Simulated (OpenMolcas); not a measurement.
**Cr4+: moving or changing the point charges**

Cr4+ among 5 point charges of -2.6 e arranged as a trigonal bipyramid (D3h), 1.77 Å from the ion, with the axial distance 1.929 Å.
```
   1.7700    0.0000    0.0000  -2.60
  -0.8850    1.5329    0.0000  -2.60
  -0.8850   -1.5329    0.0000  -2.60
   0.0000    0.0000    1.9293  -2.60
   0.0000    0.0000   -1.9293  -2.60
```

```yaml
Program: OpenMolcas
Method: "SS-CASPT2, IPEA 0.25 Eh, imaginary shift 0.1 Eh (closed shells correlated: 3s 3p)"
Basis: ANO-RCC-VDZP [5s4p2d1f]
Scalar_Hamiltonian: DKH2, point nucleus
Active_space: 2 electrons in 5 orbitals (3d)
State_averaging: 2S+1 = 3 even, 10 roots; 2S+1 = 1 even, 15 roots
Spin-orbit_coupling: state interaction with AMFI integrals over the reference wave functions
```

Runs around this geometry, states (labels of D3, the rotations of D3h). Energies in cm-1 above the lowest state or level, χT in cm3 K/mol.

```
R (Å)  q (e)  Axial / equatorial distance  Ground state  First state of that spin  First gap with spin-orbit (degeneracies)  χT at 300 K  First state of another spin
 1.77   -2.6                            1           3A1                    3A2 21                                490 (2, 1)        0.596                     1E 13620
 1.77  -2.08                         1.09           3A2                   3A2 650                                110 (1, 2)        0.663                     1E 14100
 1.63   -2.6                         1.09           3A2                  3A2 1280                                 60 (1, 2)        0.799                     1E 14490
 1.77   -2.6                         1.09           3A2                   3A1 810                                 88 (1, 2)        0.713                     1E 14240
 1.91   -2.6                         1.09           3A2                   3A2 480                                120 (1, 2)        0.626                     1E 13930
```

The ground state changes within this set.

Roots that are degenerate in the reference are averaged as groups; the widest CASPT2 spread within a group is 91 cm-1 (the 2-fold group of multiplicity 3 near 10300 cm-1 above the lowest state of its run, R = 1.63, q = -2.6, ratio = 1.09). Shifts and gaps below about the spread of the groups concerned are not significant. Free-ion shares, where given, are those of the reference states; single-state CASPT2 does not remix them. Spin-orbit coupling mixes the spin-free states strongly: the lowest level takes only 51 % from its leading state, 3A1 (holds for R = 1.77, q = -2.6, ratio = 1). Point charges carry no covalency, so the field is a model and not that of real ligands. No measured value stands beside these numbers.
